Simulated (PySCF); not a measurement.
A structure optimised at PBE-D3(BJ)/def2-SVP, used in a PySCF frequency run:

```xyz
5

F      1.9429    -0.6829     0.0000
Si     0.3415    -0.4203     0.0000
Cl    -0.5943    -2.2437     0.0000
Br    -0.1738     0.7168    -1.8183
Br    -0.1738     0.7168     1.8183
```

Q: Write its SMILES, formula and point group.

A: F[Si](Cl)(Br)Br, Br₂ClFSi, Cs

Q: What are its rotational constants (standard atomic weights)?

A: 1.3798, 0.81430, 0.62990 GHz
